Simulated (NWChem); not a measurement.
# C$_{3}$H$_{2}$BrCl; SMILES C=C=C(Cl)Br

```xyz
7

C     -2.1323     2.0033     0.0000
C     -1.0528     1.2666     0.0000
C      0.0230     0.5245     0.0000
Cl     1.6171     1.1867     0.0000
Br    -0.0797    -1.3606     0.0000
H     -2.6020     2.3245    -0.9370
H     -2.6020     2.3245     0.9370
```
Atoms are numbered in this order, from 1.

The geometry was optimised at PBE0/def2-SVP.

Spin-orbit effects, on the heavy nuclei and on their neighbours, are missing.

**Question.** Give the principal values of the shielding tensors (ppm) of C1, C2, C3, Cl4, Br5 from LDA (Slater exchange, VWN5)/pcSseg-1, GIAO (NWChem), with their diamagnetic and paramagnetic parts as GIAO splits them.

**Answer.** 
```csv
atom,σ11,σ22,σ33,isotropic,diamagnetic,paramagnetic
C1,9.7,89.4,162.1,87.1,261.0,-173.8
C2,-68.1,-41.5,-35.7,-48.4,258.1,-306.5
C3,13.1,71.9,84.1,56.4,253.5,-197.1
Cl4,349.8,538.1,840.3,576.1,1146.9,-570.8
Br5,934.3,1485.0,2600.0,1673.1,3121.4,-1448.4
```
